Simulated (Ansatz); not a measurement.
Born–Oppenheimer molecular dynamics of BClFH2N (6 atoms, charge 0, multiplicity 1). It goes on from the last frame of an earlier run, with new velocities.

Level of theory: Ansatz 0.2.0, RKS revPBE-D4/def2-SVP.

| Quantity | Value |
| --- | --- |
| ensemble | NVE (velocity Verlet) |
| time step | 1 fs |
| steps asked | 250 |
| starting velocities drawn for | 1000 K |
| masses | H 10 u |
| seed | 579120 |

First frame:

```xyz
6
Properties=species:S:1:pos:R:3
B -0.006 0.022 0.041
N -0.049 -0.029 1.450
H -0.899 0.010 1.938
H 0.806 0.207 1.985
F 1.163 0.126 -0.619
Cl -1.553 -0.121 -0.823
```

(1) How far do the bonds stretch over the last three quarters of this one trajectory? (Pairs bonded in most of those frames.)

Answers

(1) 
| bond | mean (Å) | spread (Å) | shortest | longest |
| --- | --- | --- | --- | --- |
| B1–N2 | 1.411 | 0.032 | 1.34 | 1.49 |
| B1–F5 | 1.350 | 0.029 | 1.29 | 1.42 |
| B1–Cl6 | 1.792 | 0.051 | 1.69 | 1.89 |
| N2–H3 | 1.028 | 0.042 | 0.95 | 1.11 |
| N2–H4 | 1.028 | 0.041 | 0.95 | 1.12 |

Mean temperature of the second half: 528 K. The conserved energy stayed within 0.66 meV per atom of its start (net change 0.37 meV per atom), so the integration is sound. Over the second half the temperature averaged 0.53 of the 1000 K drawn at the start: a run that starts near a minimum puts about half its kinetic energy into the potential. A run of 0.25 ps of so small a system gives no equilibrium averages.

Time of the run: 5.8 min on 1 thread of AMD EPYC 7R43 64-Core Processor (Zen 3), on a shared host, peak memory 0.13 GiB.
